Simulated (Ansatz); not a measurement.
**A rate constant, worked out**

An elementary step of GaH₂ClO₂, closed shell (GaH₂ClO₂ ([OH][Ga]([OH])[Cl]) → GaClO + H₂O (still joined by a long Ga–O bond); Ga–O, O–H broken or loosened, O–H formed or tightened). The start structure is the reactant molecule, and the electronic barrier above it is 2.280 eV by CCSD(T) at an estimated basis limit (MP2 extrapolated from triple and quadruple zeta, plus CCSD(T) − MP2 in triple zeta). Computed with Ansatz 0.2.0 (basis: def2-TZVPP and def2-QZVPP); correlated methods freeze the cores. Filled d shells of the heavier atoms are correlated. The def2 sets are not built for correlating such inner shells, so the correlated values are less sure here. Extrapolation: Hartree–Fock as exp(−7.88 √X), correlation as X^−2.97. Harmonic wavenumbers at PBE0-D4/def2-TZVP (Ansatz 0.2.0), in cm⁻¹:

Start: 145, 172, 182, 338, 361, 429, 698, 743, 851, 877, 3888, 3898.

Saddle: 638i, 144, 147, 334, 440, 479, 671, 874, 881, 1395, 2111, 3862.

Problem. Work out the transition-state-theory rate constant at 400 K from these numbers alone (harmonic vibrations; rotation, path degeneracy and anharmonicity left out), and the Wigner tunnelling factor. Use 1 cm⁻¹ = 1.2398 × 10⁻⁴ eV and k_B = 8.617 × 10⁻⁵ eV/K.

Solution. Zero-point energies, half the sums: start 12582/2 cm⁻¹ = 0.7800 eV; saddle, real modes only, 11338/2 cm⁻¹ = 0.7029 eV.
Barrier with zero-point energy: 2.280 + 0.7029 − 0.7800 = 2.2029 eV.
k_BT = 0.03447 eV, so the barrier is 63.91 k_BT.
Vibrational partition functions from the zero-point level, ln q = −Σ ln(1 − exp(−hν/k_BT)): start 3.566, saddle 2.768.
k = (k_BT/h) exp(ln q‡ − ln q) exp(−E0/k_BT), with log₁₀(k_BT/h in s⁻¹) = 12.92: log₁₀ k = 12.92 + (-0.798 − 63.91)/2.3026 = -15.18, so k ≈ 7 × 10^(-16) s⁻¹.
Wigner factor: 1 + (hν‡/k_BT)²/24 = 1 + (2.29)²/24 = 1.22. A change of 1 kcal/mol (0.043 eV) in the barrier would change k by a factor of 3.5 at this temperature.

T1 diagnostic: at most 0.021.

Labels in which every atom is bracketed show which atoms are joined, not bond orders.

For scale, one of the runs: CCSD(T)/def2-TZVPP, 180 basis functions, launched by `ansatz run in.yaml --threads 4 --pin off --events-out ev --progress --plain --max-ram 9574MiB`. Time: 100 s of wall clock on 4 CPU threads of an AMD EPYC; the host was shared. Peak host memory: 1.8 GiB.
